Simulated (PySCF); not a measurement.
AsGeH5, SMILES [AsH2][GeH3]. Geometry optimised at r2SCAN-D4/def2-TZVP.

Problem. Give the equilibrium geometry at r2SCAN-D4/def2-TZVP (PySCF confirms it by a frequency run) as Cartesian coordinates in Å, and its point group. (An estimate is asked for; the answer gives what the named calculation found.)

Solution. point group Cs.
```xyz
7

Ge    -1.1919    -0.0026     0.0000
As     1.2319     0.0616     0.0000
H     -1.6926     0.7365     1.2473
H     -1.6926     0.7365    -1.2473
H     -1.7561    -1.4290     0.0000
H      1.3147    -0.9962     1.0909
H      1.3147    -0.9962    -1.0909
```
Charge 0, spin multiplicity 1.
